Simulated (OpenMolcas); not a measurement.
Mo III.

| Property | Result |
| --- | --- |
| Program | OpenMolcas 26.06 |
| Basis | ANO-RCC-VTZP [7s6p4d2f1g] |
| Scalar Hamiltonian | DKH2, point nucleus |
| Active space | 4 electrons in 9 orbitals (RAS2 4d 5s; RAS3 5p, at most 2 electrons) |
| State averaging | 2S+1 = 5 even, 15 roots; 2S+1 = 3 even, 90 roots kept (CI in the orbitals of an earlier block); 2S+1 = 1 even, 90 roots kept (CI in the orbitals of an earlier block, 84 in the spin-orbit step); 2S+1 = 5 odd, 30 roots (21 in the spin-orbit step); 2S+1 = 3 odd, 84 roots kept (CI in the orbitals of an earlier block, 5 in the spin-orbit step); 2S+1 = 1 odd, 89 roots kept (CI in the orbitals of an earlier block, 0 in the spin-orbit step) |
| Spin-orbit coupling | state interaction with AMFI integrals over the reference wave functions, term energies averaged over their components |

Two sets of levels on these reference wave functions, in cm-1 above 4d4 5D0: one from RASSCF and one from MS-RASPT2, IPEA 0.25 Eh, imaginary shift 0.1 Eh (closed shells correlated: 4s 4p).

```tsv
Level	Set 1	Set 2
4d4 5D0	0.0	0.0
4d4 5D1	251	235
4d4 5D2	694	662
4d4 5D3	1269	1233
4d4 5D4	1937	1912
4d4 3P0(1)	11940	14970
4d4 3P1(1)	13230	16230
4d4 3H4	13870	16240
4d4 3H5	14490	16780
4d4 3H6	15040	17290
4d4 3F2(1)	14960	17940
4d4 3F3(1)	15000	18000
4d4 3P2(1)	15160	18210
4d4 3F4(1)	15360	18280
4d4 3G3	17110	20380
4d4 3G4	17560	20850
```

Which set is which?

Set 1 is MS-RASPT2. Its levels of the other terms of 4d4 lie at 0.80 to 0.87 of the other set's values, as expected, since terms of lower spin or lower L gain more correlation energy than the Hund ground term. Against 15 measured levels (Sugar and Musgrove, J. Phys. Chem. Ref. Data 17, 155 (1988)) the mean absolute deviation is 780 cm-1 with it and 2900 cm-1 without; single levels miss by up to 1300 cm-1 with it.

CASPT2 does not keep the components of a term degenerate, so their means are used; among the terms shown or strongly mixed into the levels shown the widest spread is 85 cm-1 (4d4 3F(1), MS-RASPT2). Some high roots are left out of the spin-orbit mixing, which shifts the levels that they would mix with. Terms from blocks run as CI alone lack orbitals of their own. Without dynamic correlation excited terms often stand tens of per cent too high (terms of higher spin than the ground term too low), and those without a measured partner can miss by more than the paired ones (holds for RASSCF). Blocks of more than 70 roots (2S+1 = 3 even, 1 even) ran without multistate coupling (holds for MS-RASPT2). Configurations are named by rounded mean occupations; where the s occupation lies near a half they are strongly mixed, a name can repeat and a true partner stay unpaired (holds for MS-RASPT2). Measured partners are found by configuration, term and J. A level has none where our copy of the source lacks it or the pairing is in doubt (some pairs that miss far off the trend of their configuration count as doubtful), and it then counts in no deviation. Only configurations of the active space appear. Levels that lie high or do not pair safely by name in every column are left out.

A number in round brackets counts repeated terms of one configuration in the order of the reference energies.
